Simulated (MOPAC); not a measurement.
Input file for MOPAC: AM1 on C2H6 (a complex).

```
AM1 1SCF PRECISE CHARGE=0 THREADS=1
C2H6

C      0.40942645 1     0.55153586 1    -0.32883006 1
C     -0.13505697 1    -0.61369184 1    -0.01149816 1
H      1.48203390 1     0.70262540 1    -0.31143485 1
H     -0.19496967 1     1.40264911 1    -0.61852531 1
H     -1.20767617 1    -0.76484229 1    -0.02834837 1
H      0.46917994 1    -1.46471260 1     0.27883128 1
H     -0.34412109 1     0.11184347 1     2.94464771 1
H     -0.48072203 1     0.07509845 1     3.67589353 1
```

It printed:

```
*******************************************************************************
 **                                                                           **
 **                              MOPAC v23.2.5                                **
 **                                                                           **
 *******************************************************************************
 ** MOPAC's Digital Object Identifier: https://doi.org/10.5281/zenodo.6511958 **
 **                                                                           **
 ** Please cite the open-source release paper for use of this MOPAC version:  **
 ** J. E. Moussa and J. J. P. Stewart (2026)                                  **
 ** MOPAC: An open-source semiempirical molecular orbital program             **
 ** J. Open Source Softw., 11(119), 8025, https://doi.org/10.21105/joss.08025 **
 *******************************************************************************

                              AM1 CALCULATION RESULTS

 *******************************************************************************
 *  AM1        - The AM1 Hamiltonian to be used
 *
 *
 *
 *                 CHARGE ON SYSTEM = 0
 *
 *
 *
 *  PRECISE    - TIGHTER CRITERIA TO BE USED
 *  1SCF       - DO 1 SCF AND THEN STOP
 *  THREADS=1  - MULTI-THREADING NOT USED
 *  T=         - A TIME OF 172800.0 SECONDS REQUESTED
 *  DUMP=N     - RESTART FILE WRITTEN EVERY 7200.0 SECONDS REQUESTED
 *******************************************************************************
AM1 1SCF PRECISE CHARGE=0 THREADS=1
 C2H6

   ATOM   CHEMICAL          X               Y               Z
  NUMBER   SYMBOL      (ANGSTROMS)     (ANGSTROMS)     (ANGSTROMS)

     1       C          0.40942645  *   0.55153586  *  -0.32883006  *
     2       C         -0.13505697  *  -0.61369184  *  -0.01149816  *
     3       H          1.48203390  *   0.70262540  *  -0.31143485  *
     4       H         -0.19496967  *   1.40264911  *  -0.61852531  *
     5       H         -1.20767617  *  -0.76484229  *  -0.02834837  *
     6       H          0.46917994  *  -1.46471260  *   0.27883128  *
     7       H         -0.34412109  *   0.11184347  *   2.94464771  *
     8       H         -0.48072203  *   0.07509845  *   3.67589353  *



          CARTESIAN COORDINATES

    NO.       ATOM           X           Y           Z

     1         C          0.4094      0.5515     -0.3288
     2         C         -0.1351     -0.6137     -0.0115
     3         H          1.4820      0.7026     -0.3114
     4         H         -0.1950      1.4026     -0.6185
     5         H         -1.2077     -0.7648     -0.0283
     6         H          0.4692     -1.4647      0.2788
     7         H         -0.3441      0.1118      2.9446
     8         H         -0.4807      0.0751      3.6759

  H: (AM1): M.J.S. DEWAR ET AL, J. AM. CHEM. SOC. 107 3902-3909 (1985)
  C: (AM1): M.J.S. DEWAR ET AL, J. AM. CHEM. SOC. 107 3902-3909 (1985)

           Empirical Formula: C2 H6  =     8 atoms



      MOLECULAR POINT GROUP   :   Cs


      RHF CALCULATION, NO. OF DOUBLY OCCUPIED LEVELS = 7


 -------------------------------------------------------------------------------
 AM1 1SCF PRECISE CHARGE=0 THREADS=1
 C2H6



     1SCF WAS SPECIFIED, SO BFGS WAS NOT USED
     SCF FIELD WAS ACHIEVED


                              AM1 CALCULATION
                                                       MOPAC v23.2.5 Linux




          FINAL HEAT OF FORMATION =         13.52328 KCAL/MOL =      56.58141 KJ/MOL


          COSMO AREA              =         92.97 SQUARE ANGSTROMS
          COSMO VOLUME            =         68.60 CUBIC ANGSTROMS

          IONIZATION POTENTIAL    =         10.574687 EV
          HOMO LUMO ENERGIES (EV) =        -10.575  1.415
          NO. OF FILLED LEVELS    =          7
          MOLECULAR WEIGHT        =         30.0694         POINT GROUP:  Cs

          MOLECULAR DIMENSIONS (Angstroms)

            Atom       Atom       Distance
            H     8    H     4     4.50401
            H     5    H     3     2.95057
            H     4    H     6     2.55814


          SCF CALCULATIONS        =          1





   ATOM   CHEMICAL          X               Y               Z
  NUMBER   SYMBOL      (ANGSTROMS)     (ANGSTROMS)     (ANGSTROMS)

     1       C          0.40942645  *   0.55153586  *  -0.32883006  *
     2       C         -0.13505697  *  -0.61369184  *  -0.01149816  *
     3       H          1.48203390  *   0.70262540  *  -0.31143485  *
     4       H         -0.19496967  *   1.40264911  *  -0.61852531  *
     5       H         -1.20767617  *  -0.76484229  *  -0.02834837  *
     6       H          0.46917994  *  -1.46471260  *   0.27883128  *
     7       H         -0.34412109  *   0.11184347  *   2.94464771  *
     8       H         -0.48072203  *   0.07509845  *   3.67589353  *

                             CARTESIAN COORDINATES

   1    C        0.409426450     0.551535860    -0.328830060
   2    C       -0.135056970    -0.613691840    -0.011498160
   3    H        1.482033900     0.702625400    -0.311434850
   4    H       -0.194969670     1.402649110    -0.618525310
   5    H       -1.207676170    -0.764842290    -0.028348370
   6    H        0.469179940    -1.464712600     0.278831280
   7    H       -0.344121090     0.111843470     2.944647710
   8    H       -0.480722030     0.075098450     3.675893530


           Empirical Formula: C2 H6  =     8 atoms



      MOLECULAR POINT GROUP   :   Cs


                  EIGENVALUES
 -33.39202 -21.98322 -15.98176 -14.45516 -14.25373 -11.95622 -10.57469   1.41502
   4.12330   4.48239   4.63143   5.13190   5.63293   5.75099


              NET ATOMIC CHARGES AND DIPOLE CONTRIBUTIONS

  ATOM NO.   TYPE          CHARGE      No. of ELECS.   s-Pop       p-Pop
    1          C          -0.217305        4.2173     1.24072     2.97658
    2          C          -0.217126        4.2171     1.24074     2.97639
    3          H           0.108657        0.8913     0.89134
    4          H           0.108660        0.8913     0.89134
    5          H           0.108656        0.8913     0.89134
    6          H           0.108656        0.8913     0.89134
    7          H           0.003619        0.9964     0.99638
    8          H          -0.003818        1.0038     1.00382
 DIPOLE           X         Y         Z       TOTAL
 POINT-CHG.     0.003     0.000    -0.016     0.016
 HYBRID        -0.000    -0.000     0.000     0.000
 SUM            0.003     0.000    -0.015     0.015


          ATOMIC ORBITAL ELECTRON POPULATIONS

     Atom    s        px        py        pz
    1  C   1.24072   1.00734   0.97106   0.99819
    2  C   1.24074   1.00734   0.97110   0.99795
    3  H   0.89134
    4  H   0.89134
    5  H   0.89134
    6  H   0.89134
    7  H   0.99638
    8  H   1.00382

 **********************
 *                    *
 * JOB ENDED NORMALLY *
 *                    *
 **********************




 == MOPAC DONE ==
```

The run finished.

Cost: around 0.03 core-seconds (rough).
